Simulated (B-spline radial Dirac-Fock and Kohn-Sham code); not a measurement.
X-ray scattering factor of Co⁴⁺

System: Co⁴⁺, configuration [Ar] 3d5.

Input file task.json (cfg lists n, l and occupation; rrms is the nuclear radius in fm):

```json
{"items": [{
  "Z": 27,
  "q": 4,
  "cfg": [[1, 0, 2], [2, 0, 2], [2, 1, 6], [3, 0, 2], [3, 1, 6], [3, 2, 5]],
  "A": 59,
  "rrms": 3.7875,
  "do": ["scatter"],
  "s": [0.0, 0.05, 0.1, 0.15, 0.2, 0.25, 0.3, 0.35, 0.4, 0.45, 0.5, 0.6, 0.7, 0.8, 0.9, 1.0, 1.1, 1.2, 1.4, 1.6, 1.8, 2.0, 2.5, 3.0, 3.5, 4.0, 5.0, 6.0],
  "pz": [0, 0.1, 0.2, 0.3, 0.4, 0.5, 0.6, 0.8, 1.0, 1.2, 1.4, 1.6, 1.8, 2.0, 2.5, 3.0, 4.0, 5.0, 7.0, 10.0, 15.0, 20.0, 30.0, 40.0, 60.0, 100.0],
  "hv_scatter": [1000, 2000, 5000, 10000, 30000, 50000, 200000, 1000000]
}]}
```

Run with: `python xray_run.py task.json out`

Model: Dirac-Fock orbitals of the configuration average with a finite nucleus. Program: a radial B-spline solver. f₀ is the Fourier transform of the spherical electron density, S the Waller-Hartree incoherent function, and s = sin θ/λ.

```
s (Å⁻¹)      f₀       S
      0  23.000   0.000
   0.05  22.800   0.206
    0.1  22.219   0.794
   0.15  21.310   1.681
    0.2  20.149   2.761
   0.25  18.823   3.932
    0.3  17.417   5.116
   0.35  16.006   6.263
    0.4  14.650   7.344
   0.45  13.388   8.350
    0.5  12.247   9.279
    0.6  10.360  10.912
    0.7   8.970  12.273
    0.8   7.979  13.396
    0.9   7.271  14.322
      1   6.745  15.095
    1.1   6.323  15.754
    1.2   5.956  16.332
    1.4   5.280  17.319
    1.6   4.626  18.147
    1.8   4.002  18.843
      2   3.437  19.421
    2.5   2.373  20.445
      3   1.766  21.065
    3.5   1.442  21.474
      4   1.258  21.777
      5   1.033  22.217
      6   0.853  22.512
```

f₀ starts at the number of electrons, 23, and has fallen to half at s ≈ 0.54 Å⁻¹. The sum of ⟨r²⟩ over the electrons is 10.93 bohr².

Values without a named source are computed, but for edge energies of neutral atoms, which are taken from tables.
